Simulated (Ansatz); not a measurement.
Frontier orbitals of CH$_{5}$NOSiZn (`C1[NH][Zn][O][SiH2]1`).

```xyz
10

C     0.344    0.729    0.251
N    -0.694    1.350   -0.599
Zn   -1.201   -0.125   -1.597
O    -0.715   -1.737   -0.861
Si    0.121   -1.194    0.445
H     0.297    1.156    1.262
H     1.364    0.902   -0.121
H    -0.378    2.207   -1.028
H     1.475   -1.811    0.537
H    -0.613   -1.478    1.711
```

Charge 0, multiplicity 1. For Zn the d shell is correlated and the shells below it are frozen. Scalar relativity is left out up to krypton. All single points use the PBE0-D4/def2-TZVP geometry. Basis def2-TZVPP, Ansatz 0.2.0.

Orbital energies of one run (eV). Highest occupied ones, from the top: -5.53, -6.71, -6.98, -7.61, -8.65, -8.80, -9.55, -10.77, -11.45, -12.05, -12.27, -12.42, -12.47, -12.68. Empty: -3.23, -0.24, 0.25, 0.95, 1.30, 2.13.

Q: Which functional gave them?
A. BHLYP
B. r2SCAN
C. B3LYP
D. r2SCAN0

A: B. HOMO energies: r2SCAN -5.53, r2SCAN0 -6.67, B3LYP -6.35, BHLYP -7.67 eV.

B3LYP here is the variant with VWN-RPA as its local correlation; programs differ in this.
